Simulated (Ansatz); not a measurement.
Dissociation curve of BO, doublet.

Method: CCSDT(Q) on UHF/cc-pVTZ, frozen core in Ansatz (a program for electronic structure).

Question: Relative to R = 1.23 Å, what are the energies at R = 0.90, 1.13, 1.28, 1.33 Å?

Answer: 838.7 kJ/mol at 0.90 Å, 34.4 kJ/mol at 1.13 Å, 13.5 kJ/mol at 1.28 Å, 39.9 kJ/mol at 1.33 Å.

The scan ran from 0.90 to 4.81 Å; beyond the distances shown one of the unrestricted levels run for this scan, shown here or not, changes its spin distribution in one step. The unrestricted determinant behind UCCSDT(Q) is spin-contaminated at 1.33 to 1.40 Å (<S²> up to 0.9, against 0.75 for a pure doublet).
